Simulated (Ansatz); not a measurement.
Ansatz (an electronic-structure program) input file for triaminosilyl (H6N3Si), SMILES N[Si](N)N, multiplicity 2, PBE/def2-SVPD. Geometry optimised at B3LYP-D3(BJ)/def2-SVP. Other conformers were not sampled.

Ansatz 0.2 input:
```yaml
crystal:
  periodic: [false, false, false]
  atoms:
    - {symbol: N, position_ang: [0.46467056, 1.55617027, 0.22876267]}
    - {symbol: Si, position_ang: [0.00000000, 0.00000000, -0.42241832]}
    - {symbol: N, position_ang: [1.11534770, -1.18050165, 0.22876267]}
    - {symbol: N, position_ang: [-1.58001827, -0.37566862, 0.22876267]}
    - {symbol: H, position_ang: [-0.27123357, 2.08762131, 0.68945764]}
    - {symbol: H, position_ang: [1.05867175, 2.17195790, -0.31951085]}
    - {symbol: H, position_ang: [1.35163485, -2.00281558, -0.31951085]}
    - {symbol: H, position_ang: [1.94354988, -0.80891549, 0.68945763]}
    - {symbol: H, position_ang: [-2.41030659, -0.16914232, -0.31951084]}
    - {symbol: H, position_ang: [-1.67231630, -1.27870583, 0.68945763]}
basis:
  gaussian:
    orbitals: def2-SVPD
hamiltonian:
  xc: {name: PBE}
magnetization: {spin_polarized: true, initial_magnetization: 1}
```

Log of the run:

```
WARN ansatz: RAYON_NUM_THREADS=1 ignored (pool sized by the plan → 1); use --threads N
Functional definition: PBE
integrals: 0.06 GiB planned
1137 factors; their error is unknown
mean field: 0.52 GiB planned
mean field evaluation 1: about -12411.3590 eV, gradient 7.1e1 eV
mean field evaluation 2: about -12327.2327 eV, gradient 1.4e2 eV
mean field evaluation 4: about -12431.5544 eV, gradient 5.4e0 eV
mean field evaluation 8: about -12431.6827 eV, gradient 1.7e-1 eV
mean field evaluation 16: about -12431.6828 eV, gradient 1.3e-4 eV
mean field -12431.68281540 eV, -456.8559169687 hartree, gradient 4.0e-5 eV, S^2 0.751950; 0 other end points of the search recorded, 0 dependent functions left out
reference -12431.68286154 eV, -456.8559186643 hartree; 21, 20 occupied and 111, 112 virtual orbitals, 1137 factors
Total energy: -12431.68286154 eV, -456.8559186643 hartree
```

The run converged.

Cost: about 3 core-seconds (a rough figure).
